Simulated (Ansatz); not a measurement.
Consider the ligand exchange at a W–F bond: `[O]=[W]([OH])([OH])([F])[Cl]` + HCl → `[O]=[W]([OH])([OH])([Cl])[Cl]` + H–F.

Computed with Ansatz on PBE0-D4/def2-TZVP structures; ΔE is electronic, products minus reactants. CBS: MP2 limit from def2 TZ/QZ plus the TZ coupled-cluster correction, frozen cores. This one scheme is used for every species. Functionals use def2-TZVPP. B3LYP here is the variant with VWN-RPA as its local correlation; programs differ in this. Elements past krypton have def2 core potentials. For W outer-core shells are correlated without core-valence functions, which leaves a few kJ/mol of doubt a bond. One conformer a species, not always the lowest.

`[O]=[W]([OH])([OH])([F])[Cl]`:

Cartesian coordinates in Å:
```
O -1.805 -0.133 -0.284
W -0.141 -0.257 -0.088
O 0.717 1.292 -0.749
O 0.105 0.436 1.624
F 0.343 -0.945 -1.783
Cl 0.340 -2.378 0.661
H 0.976 1.302 -1.676
H -0.536 0.682 2.294
```

HCl:

```xyz
2

Cl    0.539   -0.075    0.335
H    -0.539    0.075   -0.335
```

`[O]=[W]([OH])([OH])([Cl])[Cl]`:

```xyz
8

O    -1.018    0.341   -1.702
W    -0.346    0.013   -0.200
O     0.164   -1.770   -0.430
O    -0.249    1.736    0.520
Cl   -2.054   -0.565    1.195
Cl    2.016    0.286   -0.180
H     0.997   -2.179   -0.186
H     0.489    2.138    0.983
```

H–F:

Cartesian coordinates in Å:
```
F 0.406 0.190 0.101
H -0.406 -0.190 -0.101
```

```json
{"level": "PBE-D4", "ΔE (kJ/mol)": "5.3"}
{"level": "ωB97M-V", "ΔE (kJ/mol)": "14.1"}
{"level": "B2PLYP", "ΔE (kJ/mol)": "8.7"}
{"level": "PBE", "ΔE (kJ/mol)": "10.0"}
{"level": "B3LYP", "ΔE (kJ/mol)": "18.3"}
{"level": "CCSD/def2-TZVPP", "ΔE (kJ/mol)": "11.8"}
{"level": "HF/def2-QZVPP", "ΔE (kJ/mol)": "29.1"}
{"level": "MP2/def2-QZVPP", "ΔE (kJ/mol)": "-14.8"}
```

(1) What does CCSD(T)/CBS give? (Estimate.)

Largest T1 diagnostic among the species: 0.021, so the coupled-cluster value is less sure than usual.

Answers

(1) Ansatz gave: +0.1 kJ/mol. The listed levels differ from it by 5.2, 14.0, 8.6, 9.9, 18.2, 11.7, 29.0, -14.9 kJ/mol.

The D4 term adds −7.8 kJ/mol with B3LYP and −4.2 kJ/mol with PBE0; it sums over pairs of atoms, weighted by their polarisabilities, and B3LYP, whose exchange is more repulsive, gets the larger term. In def2-TZVPP, CCSD(T) changes the Hartree–Fock value by −23.1 kJ/mol (the triples alone add −5.9 kJ/mol) and MP2 by −40.5 kJ/mol.

CCSD(T)/CBS has its own doubt, a few kJ/mol and more with outer-core shells, so smaller differences from it don't rank the levels.
